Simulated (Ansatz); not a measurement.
The first iterations of a band of AlH4NOSi (8 atoms, charge 0, multiplicity 1).

All numbers below come from Ansatz, RKS LDA/STO-3G.

```json
{"movable images": "5", "climbing image": "yes", "spring": "5.0 eV/Å²", "optimiser": "quadratic models (default)", "start path": "through a guess of the saddle point", "force threshold": "0.05 eV/Å", "iteration limit": "60", "end points": "relaxed"}
```

Image 0:

```xyz
8
Properties=species:S:1:pos:R:3
N -0.588 0.559 -0.573
Al 0.366 1.178 0.751
O 0.988 -0.413 1.069
Si 0.044 -1.044 -0.252
H -1.251 0.861 -1.313
H 0.607 2.501 1.412
H 0.854 -1.645 -1.311
H -0.929 -2.054 0.162
```

Image 6:

```xyz
8
Properties=species:S:1:pos:R:3
N -0.406 0.875 -0.175
Al 1.470 1.196 1.012
O 1.480 -0.598 0.833
Si 0.099 -0.870 -0.039
H -0.461 1.245 -1.159
H -1.337 1.102 0.259
H 0.238 -1.405 -1.397
H -0.992 -1.602 0.611
```

| iteration | highest image above the first end (eV) | largest band force component (eV/Å) |
| --- | --- | --- |
| 1 | 9.268 | 23.907 |
| 2 | 4.206 | 7.995 |
| 3 | 3.533 | 3.788 |
| 4 | 3.223 | 1.129 |

Task: Does the band converge within its limit, and where does its top end?

Result: The run converged. It ended after 13 iterations with the highest image 3.497 eV above the first end. Neighbouring images differ by up to 1.7 eV, so the band resolves the path poorly. A vibrational analysis at the climbing image gives one clearly imaginary mode, 1336i cm⁻¹: a first-order saddle point. The orbitals stay closed-shell, which can raise the energy where a bond breaks towards radicals; this wasn't checked here. Limits of this set-up: minimal basis.

Time of the run: 66 s on 1 CPU thread of a shared host.
